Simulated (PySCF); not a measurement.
**Magnetic susceptibility: SMILES BrC(=O)/C([SiH3])=C/F, C3H4BrFOSi**

Geometry:
```json
{"atom": "O1", "x (Å)": "-1.311", "y (Å)": "-1.846", "z (Å)": "-0.327"}
{"atom": "C2", "x (Å)": "-1.336", "y (Å)": "-0.698", "z (Å)": "-0.027"}
{"atom": "Br3", "x (Å)": "-3.112", "y (Å)": "0.085", "z (Å)": "0.384"}
{"atom": "C4", "x (Å)": "-0.204", "y (Å)": "0.186", "z (Å)": "0.069"}
{"atom": "Si5", "x (Å)": "1.428", "y (Å)": "-0.720", "z (Å)": "-0.351"}
{"atom": "C6", "x (Å)": "-0.313", "y (Å)": "1.469", "z (Å)": "0.408"}
{"atom": "F7", "x (Å)": "0.750", "y (Å)": "2.258", "z (Å)": "0.488"}
{"atom": "H8", "x (Å)": "2.490", "y (Å)": "0.272", "z (Å)": "-0.218"}
{"atom": "H9", "x (Å)": "1.287", "y (Å)": "-1.202", "z (Å)": "-1.721"}
{"atom": "H10", "x (Å)": "1.555", "y (Å)": "-1.802", "z (Å)": "0.621"}
{"atom": "H11", "x (Å)": "-1.228", "y (Å)": "2.000", "z (Å)": "0.648"}
```

Theory: GIAO BHandHLYP/pcSseg-1 magnetisability, rotational g tensor and spin-rotation constants, non-relativistic, gas phase (PySCF 2.14.0). Geometry: GFN2-xTB.

The calculation is non-relativistic, which matters for the atoms heavier than Zn.

**Question.** How diamagnetic is it, and how anisotropic?

**Answer.** Isotropic -1212 × 10⁻³⁰ J/T², or -73.0 × 10⁻⁶ cm³/mol; principal values -1329, -1244, -1064 × 10⁻³⁰ J/T², anisotropy 234 × 10⁻³⁰ J/T² (root of half the summed squared differences of the principal values). The susceptibility is in cgs units.

**Question.** Split it along the inertial axes a, b, c into diamagnetic and paramagnetic parts about the centre of mass, with the quadrupole moment.

**Answer.** 
| axis | χ (10⁻⁶ cm³/mol) | diamagnetic (10⁻⁶ cm³/mol) | paramagnetic (10⁻⁶ cm³/mol) | summed x² of all electrons (Å²) | quadrupole Θ (D Å) |
| --- | --- | --- | --- | --- | --- |
| a | -74.1 | -597.2 | 523.2 | 314.5 | +1.80 |
| b | -64.9 | -1400.7 | 1335.7 | 125.1 | -3.27 |
| c | -80.0 | -1865.3 | 1785.3 | 15.6 | +1.47 |

Anisotropies 2χaa − χbb − χcc = -3.2 and 2χbb − χaa − χcc = +24.3 × 10⁻⁶ cm³/mol. Θ is traceless in Buckingham's convention.

**Question.** And the rotational g tensor?

**Answer.** 
| axis | rotational constant (GHz) | g | nuclear part | electronic part |
| --- | --- | --- | --- | --- |
| a | 2.2884 | -0.0389 | 0.5235 | -0.5625 |
| b | 0.8233 | -0.0164 | 0.5003 | -0.5167 |
| c | 0.6098 | -0.0086 | 0.5029 | -0.5115 |

Asymmetric top; isotopes 79Br, 12C, 19F, 1H, 16O, 28Si; no vibrational averaging.
